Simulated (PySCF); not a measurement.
## Calculated NMR parameters of C[C@@H]1COCC(=O)[SiH2]1

```
Formula                               : C5H10O2Si
SMILES                                : C[C@@H]1COCC(=O)[SiH2]1
InChI                                 : InChI=1S/C5H10O2Si/c1-4-2-7-3-5(6)8-4/h4H,2-3,8H2,1H3/t4-/m1/s1
Point group of the computed structure : C1
Degrees of unsaturation               : 2
Carbon signals                        : 5
Proton signals                        : 8
```

Molfile (atoms numbered from 1):
```
C5H10O2Si
     RDKit          3D

 18 18  0  0  0  0  0  0  0  0999 V2000
   -2.3072    0.1995   -0.2739 C   0  0  0  0  0  0  0  0  0  0  0  0
   -0.8290    0.0430   -0.6153 C   0  0  2  0  0  0  0  0  0  0  0  0
   -0.2684   -1.2579   -0.0257 C   0  0  0  0  0  0  0  0  0  0  0  0
    1.0794   -1.4795   -0.3805 O   0  0  0  0  0  0  0  0  0  0  0  0
    2.0318   -0.7896    0.3851 C   0  0  0  0  0  0  0  0  0  0  0  0
    1.9854    0.7234    0.2641 C   0  0  0  0  0  0  0  0  0  0  0  0
    2.9803    1.3954    0.4060 O   0  0  0  0  0  0  0  0  0  0  0  0
    0.2475    1.5009   -0.0133 Si  0  0  0  0  0  4  0  0  0  0  0  0
   -2.7020    1.1098   -0.7170 H   0  0  0  0  0  0  0  0  0  0  0  0
   -2.4504    0.2552    0.8029 H   0  0  0  0  0  0  0  0  0  0  0  0
   -2.8828   -0.6445   -0.6509 H   0  0  0  0  0  0  0  0  0  0  0  0
   -0.7401   -0.0451   -1.7033 H   0  0  0  0  0  0  0  0  0  0  0  0
   -0.8129   -2.1189   -0.4271 H   0  0  0  0  0  0  0  0  0  0  0  0
   -0.3804   -1.2609    1.0691 H   0  0  0  0  0  0  0  0  0  0  0  0
    1.9071   -1.0171    1.4595 H   0  0  0  0  0  0  0  0  0  0  0  0
    3.0085   -1.1641    0.0665 H   0  0  0  0  0  0  0  0  0  0  0  0
    0.3284    2.6034   -0.9672 H   0  0  0  0  0  0  0  0  0  0  0  0
   -0.2039    1.9534    1.3096 H   0  0  0  0  0  0  0  0  0  0  0  0
  1  2  1  0
  2  3  1  0
  3  4  1  0
  4  5  1  0
  5  6  1  0
  6  7  2  0
  6  8  1  0
  8  2  1  0
  1  9  1  0
  1 10  1  0
  1 11  1  0
  2 12  1  6
  3 13  1  0
  3 14  1  0
  5 15  1  0
  5 16  1  0
  8 17  1  0
  8 18  1  0
M  END
```

[PySCF: geometry from GFN2-xTB; GIAO PBE0/pcSseg-1 shieldings; a single conformation; non-relativistic; fast rotation and ring inversion assumed for equivalent nuclei; no solvent]

δ = σ(ref) − σ, references computed at the same level: 1H and 13C and 29Si vs TMS; H2O for 17O.

| carbon | δC, type | δH (multiplicity) | HMBC from (2–3 bonds) | span of the C tensor (ppm) |
| --- | --- | --- | --- | --- |
| C1 | 15.5, CH3 | 1.10 (d) | H13, H17, H18, H14, H12 | 27 |
| C2 | 23.9, CH | 1.77 (m) | H13, H17, H18, H14, H9/H10/H11 | 31 |
| C3 | 78.7, CH2 | H13 4.53 (m); H14 3.37 (m) | H16, H17, H18, H15, H12, H9/H10/H11 | 79 |
| C5 | 89.2, CH2 | H15 3.78 (m); H16 4.32 (m) | H13, H17, H18, H14 | 34 |
| C6 | 248.6, C | – | H16, H17, H18, H15, H12 | 275 |

Other nuclei:
```tsv
atoms	nucleus	environment	δ (ppm)	σ (ppm)
H17	1H	hydrogen on a silicon bonded to 2 C, in a 6-membered ring	4.14	27.58
H18	1H	hydrogen on a silicon bonded to 2 C, in a 6-membered ring	3.88	27.84
Si8	29Si	silicon bonded to 2 C, 2 H, in a 6-membered ring	-64.9	414.1
O7	17O	carbonyl oxygen	861.2	-525.1
O4	17O	ether oxygen	46.4	289.6
```

Carbon types of the structure: 1 × C, 1 × CH, 2 × CH2, 1 × CH3, leaving 2 H on heteroatoms. δC 248.6: carbonyl carbon. δC 89.2: sp3 CH2 bonded to O, α to a carbonyl; deshielded by the electronegative neighbour. δC 78.7: sp3 CH2 bonded to O; deshielded by the electronegative neighbour. δC 15.5: methyl carbon; aliphatic region, no heteroatom directly attached. δH 4.32, 3.78: hydrogen on an sp3 CH2 bonded to O, α to a carbonyl; its carbon carries O, which withdraws density.

Shifts are as computed. Against solution values, carbons near 30 ppm lie about +3 ppm off and those near 130 ppm about +5 ppm. Of 1309 compounds with measured shifts, 239 miss one by over three times the rms of a fit or turn the order of signals round; such compounds aren't used in these exercises. Unscaled 17O shifts of doubly bonded oxygen tend to come out too high, by tens of ppm or more. Experimental scales use liquid or dissolved standards, which lie at an offset from isolated H2O (liquid H2O: subtract about 36 ppm). Multiplicities follow the n + 1 count of equivalent neighbours, as no J values were calculated; m marks all less simple cases, F and P coupling included.
